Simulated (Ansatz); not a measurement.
Gas-phase electronic energies from Ansatz, PBE0-D4/def2-TZVP geometries. CCSD(T)/CBS adds triple-zeta CCSD(T) − MP2 to the extrapolated MP2 energy (def2 sets, frozen cores). This one scheme is used for every species. DFT in def2-TZVPP. Each species was taken in one conformer, which may not be the lowest.

Reaction (cleavage of the Si–Al bond): `[OH][Al]([Cl])[SiH2]Cl` + HCl → `Cl[SiH2]Cl` + `[OH][AlH][Cl]`

`[OH][Al]([Cl])[SiH2]Cl`:

Cartesian coordinates in Å:
```
O -0.115 0.685 2.153
Al 0.641 0.323 0.691
Cl 2.711 0.567 0.475
Si -0.756 -0.487 -1.138
Cl 0.429 -0.835 -2.794
H 0.327 1.007 2.937
H -1.796 0.501 -1.528
H -1.442 -1.761 -0.798
```

HCl:

```xyz
2

Cl    0.580   -0.262    0.064
H    -0.580    0.262   -0.064
```

`Cl[SiH2]Cl`:

```xyz
5

Cl   -0.265    1.765    0.818
Si   -0.052   -0.117    0.059
Cl    1.020   -0.056   -1.676
H    -1.392   -0.657   -0.238
H     0.689   -0.936    1.038
```

`[OH][AlH][Cl]`:

Z-matrix (Å, degrees):
```
Al
O 1 1.684
Cl 1 2.096 2 119.8
H 1 1.563 2 119.3 3 180.0
H 2 0.956 1 124.3 3 0.0
```

| species | B97M-V energy (Eh) |
| --- | --- |
| `[OH][Al]([Cl])[SiH2]Cl` | -1529.22029 |
| HCl | -460.69783 |
| `Cl[SiH2]Cl` | -1210.91803 |
| `[OH][AlH][Cl]` | -779.03985 |

**Question.** Work out ΔE.

**Answer.** ΔE = (-1210.91803) + (-779.03985) − (-1529.22029) − (-460.69783) = -0.03976 Eh = -24.9 kcal/mol. CCSD(T)/CBS gives -22.5 kcal/mol.

Largest T1 diagnostic among the species: 0.011.

At CCSD(T), def2-SVP lies +1.4 kcal/mol from the extrapolated value and def2-TZVPP +0.8 kcal/mol. The D4 term adds +0.8 kcal/mol with B3LYP and +0.6 kcal/mol with PBE0; it sums over pairs of atoms, weighted by their polarisabilities, and B3LYP, whose exchange is more repulsive, gets the larger term.

B3LYP here is the variant with VWN-RPA as its local correlation; programs differ in this.
